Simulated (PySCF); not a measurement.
Isomers of C4H5ClN2, one GFN2-xTB conformer each. Single-point energies are computed at PBE0/pcSseg-1 (PySCF, gas phase, no added dispersion term), electronic only.

| SMILES | GFN2-xTB relative energy (kJ/mol) |
| --- | --- |
| Cn1cncc1Cl | 0.3 |
| Cc1[nH]ncc1Cl | 50.4 |
| Cn1cnc(Cl)c1 | 0.0 |

Problem. What does PBE0/pcSseg-1 give for the same structures?

Solution. 
```csv
SMILES,PBE0/pcSseg-1 E (Eh),PBE0/pcSseg-1 (kJ/mol),GFN2-xTB (kJ/mol),point group
Cn1cnc(Cl)c1,-724.62011,0.0,0.0,–
Cn1cncc1Cl,-724.61731,7.3,0.3,Cs
Cc1[nH]ncc1Cl,-724.61174,22.0,50.4,–
```

Both levels put the same isomer lowest; measured from each level's own lowest isomer, the values differ by up to 28.4 kJ/mol (Cc1[nH]ncc1Cl: 50.4 against 22.0). As drawn, the highest has an N–N linkage and an N–H bond, which the lowest lacks. Neighbours under 10 kJ/mol apart (Cn1cnc(Cl)c1 and Cn1cncc1Cl) can change places with a better method, another conformer or zero-point energy.

Problem. Which frontier levels, dipoles and rotational constants go with these structures?

Solution. 
| SMILES | HOMO (eV, PBE0/pcSseg-1) | LUMO (eV) | dipole (D) | A, B, C (MHz) |
| --- | --- | --- | --- | --- |
| Cn1cnc(Cl)c1 | -6.60 | 0.31 | 5.47 | 7235, 1339, 1138 |
| Cn1cncc1Cl | -6.62 | 0.46 | 3.60 | 3809, 2094, 1363 |
| Cc1[nH]ncc1Cl | -6.83 | 0.34 | 3.00 | 3564, 2009, 1295 |

Problem. As an exercise, what shares would exp(−E/RT) give at 298.15 K from these electronic energies alone (no entropy, no degeneracies)?

Solution. RT = 2.479 kJ/mol: Cn1cnc(Cl)c1 95.1 %, Cn1cncc1Cl 4.9 %, Cc1[nH]ncc1Cl under 0.1 %.
